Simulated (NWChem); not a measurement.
System: SiH3O2F; SMILES O[SiH](O)F

```xyz
7

Si     0.0294    -0.0293     0.3588
O      0.4948    -1.5170    -0.1934
O     -1.5157     0.2727    -0.1831
F      0.9856     1.1671    -0.2213
H      0.1924    -0.0480     1.8349
H      0.2479    -1.7129    -1.1146
H     -1.7659     1.2104    -0.2484
```
Atoms are numbered in this order, from 1.

Level: PBE-D3(BJ)/def2-SVP (NWChem), optimised geometry, unscaled harmonic frequencies. 

Task: List the harmonic frequencies with IR intensities, and the thermochemistry.

Result: 
```json
[
 {"frequency (cm⁻¹)": "170", "IR intensity (km/mol)": "89.4"},
 {"frequency (cm⁻¹)": "208", "IR intensity (km/mol)": "45.3"},
 {"frequency (cm⁻¹)": "290", "IR intensity (km/mol)": "29.1"},
 {"frequency (cm⁻¹)": "348", "IR intensity (km/mol)": "98.1"},
 {"frequency (cm⁻¹)": "373", "IR intensity (km/mol)": "60.4"},
 {"frequency (cm⁻¹)": "741", "IR intensity (km/mol)": "64.8"},
 {"frequency (cm⁻¹)": "766", "IR intensity (km/mol)": "89.8"},
 {"frequency (cm⁻¹)": "795", "IR intensity (km/mol)": "51.3"},
 {"frequency (cm⁻¹)": "817", "IR intensity (km/mol)": "71.4"},
 {"frequency (cm⁻¹)": "878", "IR intensity (km/mol)": "93.0"},
 {"frequency (cm⁻¹)": "929", "IR intensity (km/mol)": "238.1"},
 {"frequency (cm⁻¹)": "978", "IR intensity (km/mol)": "215.6"},
 {"frequency (cm⁻¹)": "2267", "IR intensity (km/mol)": "109.1"},
 {"frequency (cm⁻¹)": "3763", "IR intensity (km/mol)": "81.5"},
 {"frequency (cm⁻¹)": "3773", "IR intensity (km/mol)": "83.5"}
]
```

```yaml
zero_point_energy: 24.4 kcal/mol
thermal correction to the enthalpy at 298.15 K (with zero-point energy): 28.5 kcal/mol
heat capacity Cv: 18.6 cal/(mol K)
entropy at 298.15 K and 1 atm (symmetry number 1): 73.6 cal/(mol K)
dipole_moment: 1.58 D
```

Rigid rotor and harmonic oscillator.
